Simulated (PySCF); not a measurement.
PySCF job for Si(CCH)2(Cl)(F) (C4H2ClFSi), SMILES C#C[Si](F)(Cl)C#C, PBE/pcSseg-1. The structure is a stationary point at ωB97X-D3(BJ)/def2-SVP. This is a generated structure with no PubChem entry under its InChIKey; it may be hypothetical.

```python
import numpy as np
from pyscf import gto, scf, dft
from pyscf.prop.nmr import rks as nmr

mol = gto.M(
    atom='''
    C     0.52943409    1.51578138   -2.50074990
    C     0.20508044    0.90650897   -1.50305188
    Si   -0.26866654    0.00262468   -0.00000000
    F    -1.86987849   -0.20759833   -0.00000000
    Cl    0.59662855   -1.84400424    0.00000002
    C     0.20508043    0.90650900    1.50305187
    C     0.52943409    1.51578142    2.50074987
    H     0.81668914    2.05611344   -3.38800722
    H     0.81668913    2.05611350    3.38800718
    ''',
    basis='pcSseg-1',
    charge=0,
    spin=0,
    max_memory=1600,
    verbose=3,
)
mf = dft.RKS(mol, xc='pbe')
mf.grids.level = 3
mf.conv_tol = 1e-10
mf.max_cycle = 100
mf.kernel()
n = nmr.NMR(mf)
n.verbose = 2
n.max_cycle_cphf = 60
sigma = n.kernel()
print('atom   isotropic/ppm   span/ppm')
for i, s in enumerate(sigma):
    w = np.linalg.eigvalsh((s + s.T) / 2)
    print(f'{mol.atom_symbol(i):2s}{i + 1:3d} {w.mean():14.3f} {w[2] - w[0]:11.3f}')
```

Output:

```
converged SCF energy = -1002.48834540916
atom   isotropic/ppm   span/ppm
C   1         81.167     240.862
C   2         97.495     287.391
Si  3        386.823      56.246
F   4        280.117      97.622
Cl  5        814.101     336.881
C   6         97.495     287.391
C   7         81.167     240.862
H   8         28.766      13.985
H   9         28.766      13.985
```

The run converged.
